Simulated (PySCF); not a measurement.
Mo(O)(NH)(F)(Me) (CH4FMoNO), SMILES [CH3][Mo](=[NH])(=[O])[F], multiplicity 1.

Coordinates come from a r2SCAN-D4/def2-SVP optimisation. The spin state was assumed, not searched. The structure was generated by enumeration; whether it is a known compound was not checked. The def2 effective core potentials stand for the cores of Mo; spin–orbit coupling is left out.

Two levels are set side by side: PBE/def2-TZVP (PySCF) and PBE0/def2-TZVP (PySCF). Same geometry, gas phase. Differences are taken from unrounded values.

```csv
quantity,PBE0,PBE,PBE minus PBE0
orbital gap (eV),5.91,3.71,-2.20
highest occupied level (eV),-8.46,-7.04,1.41
lowest empty level (eV),-2.55,-3.33,-0.79
dipole moment (D),2.03,1.83,-0.19
mean polarisability (bohr³),60.1,61.9,1.8
```

PBE's occupied levels lie high since its potential decays too fast outside the molecule; exact exchange lowers them and widens the gap. Differences between two approximate levels are no errors against the true value.

Rough cost on one machine, each run with all the roots and properties that it gave: PBE0 against PBE within a factor of 2.
